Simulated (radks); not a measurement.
Results of a calculation; reference values are marked as such.
Spin polarisation of the 5d1 shell in neutral lanthanum. Start: [Xe] 5d(up 0.5, down 0.5) 6s2; electrons of 5d are moved from spin down to spin up, other shells keep equal spins. Level of theory: scalar-relativistic Kohn-Sham, PBE, spin-polarised, spherical densities, finite nucleus; Fermi nuclear charge, rms radius of each element as measured or else 0.836 A^(1/3) + 0.57 fm (a radial shooting solver on a logarithmic mesh with Libxc functionals).

[
 {"moment (Bohr magnetons)": "0", "E - E(0) (eV)": "0.000", "e(5d up) (eV)": "-3.091", "e(5d down) (eV)": "-3.091", "6s down minus up (eV)": "0.000", "5p down minus up (eV)": "0.000", "5s down minus up (eV)": "0.000"},
 {"moment (Bohr magnetons)": "0.25", "E - E(0) (eV)": "-0.008", "e(5d up) (eV)": "-3.150", "e(5d down) (eV)": "-3.028", "6s down minus up (eV)": "0.078", "5p down minus up (eV)": "0.102", "5s down minus up (eV)": "0.074"},
 {"moment (Bohr magnetons)": "0.5", "E - E(0) (eV)": "-0.030", "e(5d up) (eV)": "-3.206", "e(5d down) (eV)": "-2.962", "6s down minus up (eV)": "0.156", "5p down minus up (eV)": "0.204", "5s down minus up (eV)": "0.148"},
 {"moment (Bohr magnetons)": "0.75", "E - E(0) (eV)": "-0.068", "e(5d up) (eV)": "-3.258", "e(5d down) (eV)": "-2.893", "6s down minus up (eV)": "0.233", "5p down minus up (eV)": "0.306", "5s down minus up (eV)": "0.223"},
 {"moment (Bohr magnetons)": "1", "E - E(0) (eV)": "-0.122", "e(5d up) (eV)": "-3.306", "e(5d down) (eV)": "-2.821", "6s down minus up (eV)": "0.311", "5p down minus up (eV)": "0.408", "5s down minus up (eV)": "0.297"}
]

At moment 1 the spin-polarisation energy is -0.122 eV and the 5d exchange splitting 0.486 eV, that is 0.486 eV per Bohr magneton; E = -I m^2/4 would give I = 0.486 eV.
